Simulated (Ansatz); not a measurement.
`CNBF` + `BO` → `BOBF` + CH₃NH₂ at 500 K and 1 bar (ligand exchange at a B–N bond).

Calculated with Ansatz (gas phase, PBE0-D4/def2-TZVP geometries, no zero-point term in ΔE). CBS: MP2 limit from def2 TZ/QZ plus the TZ coupled-cluster correction, frozen cores. This one scheme is used for every species. One conformer a species, not always the lowest.

| species | CCSD(T)/CBS energy (Eh) | H − E (kJ/mol) | S (J/(mol·K)) |
| --- | --- | --- | --- |
| `CNBF` | -220.44549 | 220.6 | 337.0 |
| `BO` | -101.80414 | 113.6 | 256.0 |
| `BOBF` | -226.48924 | 141.2 | 332.3 |
| CH₃NH₂ | -95.75281 | 191.8 | 270.3 |

H − E and S are ideal-gas, rigid-rotor, harmonic terms from PBE0-D4/def2-TZVP, for one conformer and one mirror image of each species. 1 Eh = 2625.50 kJ/mol, R = 8.31446 J/(mol·K).

Question: By hand: ΔE, ΔH, ΔS and ΔG.

Answer: ΔE = (-226.48924) + (-95.75281) − (-220.44549) − (-101.80414) = 0.00758 Eh = 19.9 kJ/mol. Δ(H − E) = 141.2 + 191.8 − 220.6 − 113.6 = -1.2, so ΔH = 18.7 kJ/mol. ΔS = 332.3 + 270.3 − 337.0 − 256.0 = 9.6 J/(mol·K). ΔG = 18.7 − 500 × (9.6)/1000 = 13.9 kJ/mol.

Question: By hand: the equilibrium constant, and the temperature at which ΔG would vanish if ΔH and ΔS stayed fixed.

Answer: log₁₀ K = −ΔG/(RT ln 10) = -1.5. ΔG = 0 at ΔH/ΔS = 1948 K, though so small a ΔS makes that figure unsure.

The number of gas molecules stays the same, so ΔS is small and ΔH decides. A doubt of 5 kJ/mol in ΔE shifts log₁₀ K by 0.5 here. Other conformers and mirror images would add mixing entropy, several J/(mol·K) or more a flexible species. These are equilibria of isolated gas molecules and say nothing of rates. Largest T1 diagnostic: 0.014 (customary marks: 0.02 for closed shells, 0.045 for open ones).
